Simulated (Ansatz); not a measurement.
Sb4⁺, that is SbSbSbSb tetrahedron with one electron fewer. The state is a doublet with charge 1. Geometry r2SCAN-D4/def2-SVP, that of the neutral singlet; atoms count from 1.

```xyz
4

Sb    1.312   -0.926   -0.671
Sb   -0.920    0.721   -1.289
Sb    0.639    1.251    1.027
Sb   -1.031   -1.046    0.933
```

In the def2 sets Sb takes a core potential; there is no spin–orbit coupling.

Problem. Estimate the Mulliken populations from the PBE0/def2-TZVP orbitals of Ansatz.

Solution. 
```
atom  charge (e)  spin (α − β)
 Sb1        0.25          0.25
 Sb2        0.25          0.25
 Sb3        0.25          0.25
 Sb4        0.25          0.25
```
Mulliken values and Mayer orders depend strongly on the basis.

Problem. Where does the spin sit?

Solution. Summed by element: Sb 1.00, of 1 unpaired in all. Largest on single atoms: Sb1 0.25, Sb2 0.25, Sb3 0.25.

Problem. And the Mayer bond orders between bonded heavy atoms (over 0.3)?

Solution. Sb1–Sb2 1.06 (2.84 Å); Sb1–Sb3 1.06 (2.84 Å); Sb1–Sb4 0.81 (2.84 Å); Sb2–Sb3 0.81 (2.84 Å); Sb2–Sb4 1.06 (2.84 Å); Sb3–Sb4 1.06 (2.84 Å).
